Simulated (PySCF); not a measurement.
**GeH: energy against distance**

Set-up: basis Ge aug-cc-pVDZ-PP with ECP10, H aug-cc-pVDZ; scalar-relativistic core potentials; PySCF 2.14. Energies in eV from Ge + H in their ground configurations at the same level. State: ²Π (doublet), unpaired electrons π ↑.

All columns are r²SCAN. A positive dipole means Ge(−)H(+).

```tsv
R (Å)	E (eV)	μ (D)	Mulliken charge on Ge (basis-dependent)	HOMO (eV)	LUMO (eV)	Mayer bond order	⟨S²⟩
1.385	-2.443	0.40	-0.19	-4.59	-3.90	0.87	0.76
1.449	-2.679	0.22	-0.14	-4.59	-3.90	0.91	0.76
1.513	-2.813	0.04	-0.09	-4.60	-3.91	0.94	0.76
1.562	-2.861	-0.09	-0.04	-4.61	-3.92	0.96	0.76
1.610	-2.873	-0.23	0.00	-4.62	-3.94	0.97	0.76
1.658	-2.856	-0.37	0.04	-4.64	-3.95	0.98	0.76
1.723	-2.797	-0.56	0.08	-4.66	-3.97	0.98	0.76
1.803	-2.680	-0.79	0.13	-4.69	-4.01	0.98	0.76
1.900	-2.496	-1.06	0.17	-4.74	-4.05	0.98	0.76
2.029	-2.207	-1.42	0.20	-4.80	-4.12	0.97	0.76
```

A fit through these points gives, at Re = 1.604 Å, μ = -0.22 D and dμ/dR = -2.88 D/Å; the reduced mass is 0.9943 u.

How strong is the fundamental in the double-harmonic approximation, I = 42.26·(dμ/dR)²/μred km/mol?

I = 42.26·(-2.88)²/0.9943 = 353 km/mol at r²SCAN.

Spin–orbit coupling is left out. The state is the lowest determinant that a PBE0 search found; another state may lie lower at other levels.
